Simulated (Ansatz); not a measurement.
H7InSi2, SMILES `[SiH3][SiH2][InH2]`, relaxed with RKS PBE0-D4/def2-TZVP in the Gaussian-basis code of Ansatz from a GFN2-xTB geometry. The force threshold is 0.005 eV/Å; the program also tests the step.

Charge 0, multiplicity 1. In: def2 effective core potential.

Start:

```xyz
10

Si   -0.047   -1.022    1.560
Si   -0.127   -0.705   -0.751
In    0.148    1.821   -1.295
H     0.062   -2.422    1.975
H    -1.241   -0.472    2.213
H     1.113   -0.309    2.118
H     0.935   -1.450   -1.462
H    -1.384   -1.203   -1.350
H     1.644    2.668   -1.793
H    -1.103    3.095   -1.215
```

```
        step  energy (eV)  largest force (eV/Å)  largest move (Å)
           1  -21036.1677                 0.557             0.000
           2  -21036.2921                 0.194             0.195
           3  -21036.2985                 0.058             0.031
4 (rejected)  -21036.2985                 0.078             0.038
           5  -21036.2999                 0.011             0.018
           6  -21036.3002                 0.007             0.012
           7  -21036.3013                 0.010             0.054
8 (rejected)  -21036.3001                 0.123             0.166
9 (rejected)  -21036.2966                 0.139             0.053
          10  -21036.3017                 0.004             0.027
          11  -21036.3023                 0.051             0.098
          12  -21036.3025                 0.025             0.009
          13  -21036.3026                 0.005             0.007
          14  -21036.3026                 0.004             0.016
          15  -21036.3027                 0.007             0.022
          16  -21036.3027                 0.003             0.006
```

End:

```xyz
10

Si   -0.024   -0.985    1.532
Si   -0.082   -0.632   -0.780
In    0.116    1.878   -1.300
H    -0.149   -2.426    1.882
H    -1.138   -0.242    2.183
H     1.258   -0.473    2.089
H     1.025   -1.416   -1.399
H    -1.368   -1.186   -1.295
H     1.645    2.592   -1.669
H    -1.283    2.891   -1.242
```

It took 69 s on 4 threads of a server CPU on a shared host, with 0.43 GiB of host memory at the peak.
